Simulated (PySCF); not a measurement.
Compound: hexanenitrile, C₆H₁₁N.
SMILES: `CCCCCC#N`

The calculation used TDDFT wB97X-D/def2-SVPD, vertical, gas phase, core orbitals frozen in the response (PySCF). The structure is a single PBE0-D3(BJ)/def2-SVP conformer in the gas phase; no vibrational or solvent corrections. Torsions of this conformer, `[CH3:1][CH2:2][CH2:3][CH2:4][CH2:5][C:6]#[N:7]`: C1–C2–C3–C4 180°, C2–C3–C4–C5 180°, C3–C4–C5–C6 -62°.

| state | E (eV) | E (kJ/mol) | λ (nm) | f | main configurations (H = HOMO, L = LUMO) |
| --- | --- | --- | --- | --- | --- |
| S1 | 7.70 | 743 | 161.0 | 0.0001 | H→L+3 (18%), H-1→L+4 (13%), H-1→L+2 (11%) |
| S2 | 8.06 | 777 | 153.9 | 0.0046 | H→L+3 (18%), H-1→L+2 (13%), H-1→L+4 (12%) |
| S3 | 8.07 | 779 | 153.5 | 0.0010 | H-1→L+3 (24%), H→L+2 (10%), H→L+4 (9%) |
| S4 | 9.03 | 871 | 137.4 | 0.0045 | H→L (46%), H→L+3 (9%), H→L+2 (8%) |
| S5 | 9.08 | 876 | 136.5 | 0.0029 | H-2→L (29%), H-1→L (23%), H-1→L+2 (12%) |
| S6 | 9.14 | 882 | 135.6 | 0.025 | H-2→L (25%), H-1→L (23%) |

The lowest singlet lies at 7.70 eV (161 nm, vacuum ultraviolet) and is dark (f under 0.0005); its leading configuration is HOMO→LUMO+3 (18%). The most intense listed level is S6 at 9.14 eV (136 nm, f = 0.025), 1.44 eV above S1. It is the last of those listed, so stronger ones may follow. Löwdin shares by element: HOMO carbon 37% or more, nitrogen 27% (atoms not listed hold the other 36%); LUMO carbon 42% or more, hydrogen 10% or more (atoms not listed hold the other 48%). Orbital energies (eV): HOMO-3 -11.59, HOMO-2 -11.28, HOMO-1 -11.19, HOMO -11.04, LUMO 2.01, LUMO+1 2.49, LUMO+2 2.66. The oscillator strengths of these states sum to 0.038; summed over the whole spectrum of an exact calculation they would give the number of electrons, 54 (Thomas–Reiche–Kuhn). The listed states span 1.44 eV, and the widest gap between neighbours is 0.95 eV (S3 to S4). The window holds the lowest 6 singlets.
